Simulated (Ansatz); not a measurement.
Molecule: GaH (charge 0, triplet). This is an excited triplet: at this geometry the singlet lies 2.01 eV lower at CCSD(T)/CBS(aug-cc-pVTZ,aug-cc-pVQZ). SMILES: [GaH]
Structure (B3LYP-D3(BJ)/def2-TZVP (Ansatz, an electronic-structure program) minimum search):
```
Ga
H 1 1.6249
```
Charge 0, spin multiplicity 3.

Parts of the frozen-core correlation energy in cc-pVDZ (Ansatz, hartree). Frozen orbitals: 14; correlated occupied orbitals by spin: 3 and 1; virtual: 15 and 17. Open shells are spin-unrestricted. No spin-orbit coupling. No relativistic terms.

```
term                             value
-------------------------  -----------
reference (HF)             -1923.71459
MP2 opposite-spin           (withheld)
MP2 same-spin               (withheld)
CCSD correlation            (withheld)
(T)                           -0.00090
CCSDT minus CCSD(T)           -0.00041
CCSDT(Q) minus CCSD(T)        -0.00042
T1 diagnostic                    0.022
largest doubles amplitude        0.070
<S^2> of the reference           2.015
```

Question: What belongs in the gaps?

Answer: 
- MP2 opposite-spin, value: -0.02976
- MP2 same-spin, value: -0.00480
- CCSD correlation, value: -0.04892
